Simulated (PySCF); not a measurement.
# Electron correlation in As²⁺ (arsenic, charge +2)

[Ar] 3d10 4s2 4p1, 2P determinant. All numbers are calculated (PySCF 2.14, scalar relativity by spin-free X2C-1e, in x2c-TZVPPall with one added diffuse shell each of s, p, d type (7s6p5d1f, 57 functions)). Frozen: [Ne]; 21 electrons correlated.

```json
{"level": "CCSD", "correlation energy (mhartree)": "-285.26"}
{"level": "(T)", "correlation energy (mhartree)": "-6.02"}
{"level": "CCSD(T)", "correlation energy (mhartree)": "-291.28"}
```

Diagnostics: T1 = 0.0061, D1 = 0.0232, largest double amplitude 0.090.

Cost of the coupled-cluster step: roughly 13 core-seconds, for 21 correlated electrons.

This basis was not built for core-valence correlation, so the inner-shell part is incomplete.
